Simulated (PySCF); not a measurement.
# Basis-set dependence of population analyses: CH5B2F

Compound: CH5B2F.
Bonds: B1–C2, C2–B3, B3–F4. Hydrogens: H5, H6 on B1; H7, H8 on C2; H9 on B3.

PBE0 throughout (PySCF), one geometry, spherical d and f functions. Isolated species at its PBE0-D3(BJ)/def2-SVP geometry (one conformer only). Atoms taken as equivalent share a column and are averaged.

Mulliken charges (e):

```csv
basis,functions,B1,C2,B3,F4,H5/H6,H7/H8,H9
STO-3G,25,+0.163,-0.365,+0.265,-0.089,-0.048,+0.090,-0.058
6-31G,46,+0.199,-0.745,+0.513,-0.291,-0.019,+0.204,-0.046
pcSseg-0,46,+0.237,-1.200,+0.637,-0.300,+0.037,+0.278,-0.002
6-31G*,66,+0.086,-0.640,+0.424,-0.241,+0.004,+0.202,-0.041
cc-pVDZ,81,-0.022,-0.095,+0.161,-0.087,-0.007,+0.063,-0.068
def2-SVP,81,+0.019,-0.187,+0.169,-0.097,-0.007,+0.083,-0.058
aug-cc-pVDZ,137,-1.143,+0.641,-0.019,-0.449,+0.591,-0.371,+0.532
"6-311+G(2d,p)",138,+0.031,-0.543,+0.452,-0.299,+0.002,+0.169,+0.016
def2-TZVP,154,-0.058,-0.250,+0.215,-0.225,+0.023,+0.136,0.000
IGLO-III,190,+0.170,-0.485,+0.516,-0.344,-0.036,+0.134,-0.054
cc-pVTZ,190,-0.053,-0.229,+0.233,-0.187,+0.024,+0.109,-0.029
```

IAO charges (e):

```tsv
basis	functions	B1	C2	B3	F4	H5/H6	H7/H8	H9
STO-3G	25	+0.097	-0.548	+0.282	-0.130	-0.001	+0.157	-0.013
6-31G	46	+0.068	-0.585	+0.409	-0.285	+0.014	+0.184	-0.003
pcSseg-0	46	+0.062	-0.582	+0.400	-0.270	+0.014	+0.184	-0.007
6-31G*	66	+0.085	-0.582	+0.445	-0.293	+0.005	+0.177	-0.019
cc-pVDZ	81	+0.070	-0.578	+0.433	-0.290	+0.011	+0.178	-0.014
def2-SVP	81	+0.078	-0.575	+0.437	-0.289	+0.007	+0.176	-0.018
aug-cc-pVDZ	137	+0.072	-0.586	+0.440	-0.301	+0.011	+0.182	-0.012
6-311+G(2d,p)	138	+0.074	-0.591	+0.445	-0.303	+0.011	+0.183	-0.013
def2-TZVP	154	+0.074	-0.592	+0.449	-0.305	+0.011	+0.183	-0.014
IGLO-III	190	+0.073	-0.592	+0.448	-0.305	+0.011	+0.183	-0.013
cc-pVTZ	190	+0.073	-0.592	+0.448	-0.303	+0.011	+0.183	-0.014
```

Hirshfeld charges (e):

| basis | functions | B1 | C2 | B3 | F4 | H5/H6 | H7/H8 | H9 |
| --- | --- | --- | --- | --- | --- | --- | --- | --- |
| STO-3G | 25 | +0.163 | -0.139 | +0.179 | -0.025 | -0.074 | +0.027 | -0.082 |
| 6-31G | 46 | +0.153 | -0.189 | +0.224 | -0.125 | -0.058 | +0.055 | -0.058 |
| pcSseg-0 | 46 | +0.161 | -0.199 | +0.231 | -0.116 | -0.060 | +0.053 | -0.064 |
| 6-31G* | 66 | +0.151 | -0.189 | +0.225 | -0.118 | -0.059 | +0.055 | -0.062 |
| cc-pVDZ | 81 | +0.157 | -0.207 | +0.225 | -0.111 | -0.059 | +0.058 | -0.061 |
| def2-SVP | 81 | +0.159 | -0.211 | +0.232 | -0.117 | -0.059 | +0.059 | -0.062 |
| aug-cc-pVDZ | 137 | +0.158 | -0.221 | +0.240 | -0.133 | -0.055 | +0.059 | -0.054 |
| 6-311+G(2d,p) | 138 | +0.162 | -0.215 | +0.246 | -0.140 | -0.057 | +0.058 | -0.055 |
| def2-TZVP | 154 | +0.158 | -0.215 | +0.242 | -0.135 | -0.056 | +0.059 | -0.055 |
| IGLO-III | 190 | +0.157 | -0.219 | +0.243 | -0.136 | -0.055 | +0.059 | -0.054 |
| cc-pVTZ | 190 | +0.157 | -0.215 | +0.240 | -0.130 | -0.056 | +0.059 | -0.057 |

Some averages cover members that differ in this geometry, most widely: H7/H8, Mulliken in aug-cc-pVDZ -0.404 to -0.338; H7/H8, IAO in def2-SVP +0.160 to +0.193; H7/H8, IAO in cc-pVDZ +0.163 to +0.194; H7/H8, IAO in pcSseg-0 +0.169 to +0.200 e.

Q: Which scheme is steadiest as the basis changes?

A: Largest range over the bases for any column: Hirshfeld 0.11 e, IAO 0.17 e, Mulliken 1.84 e. Hirshfeld charges move least and Mulliken charges most, counted in e. Without the minimal STO-3G basis the ranges are Hirshfeld 0.03, IAO 0.05, Mulliken 1.84 e.

Q: What do the same runs give for the total energy, the frontier levels and the dipole moment?

A: 
| basis | energy (Eh) | HOMO (eV) | LUMO (eV) | μ (D) |
| --- | --- | --- | --- | --- |
| STO-3G | -187.9537 | -6.24 | 1.43 | 0.76 |
| 6-31G | -190.4183 | -8.86 | -1.58 | 1.31 |
| pcSseg-0 | -190.0448 | -9.11 | -1.86 | 1.15 |
| 6-31G* | -190.4595 | -8.72 | -1.44 | 1.05 |
| cc-pVDZ | -190.4715 | -8.82 | -1.67 | 1.12 |
| def2-SVP | -190.3233 | -8.89 | -1.71 | 1.12 |
| aug-cc-pVDZ | -190.4824 | -8.94 | -1.83 | 1.19 |
| 6-311+G(2d,p) | -190.5246 | -8.98 | -1.84 | 1.23 |
| def2-TZVP | -190.5413 | -8.95 | -1.80 | 1.19 |
| IGLO-III | -190.5471 | -8.96 | -1.83 | 1.19 |
| cc-pVTZ | -190.5349 | -8.93 | -1.78 | 1.16 |

The dipole is fixed by the density alone, so its range of 0.55 D shows that the density itself changes with the basis, not only its division among atoms.
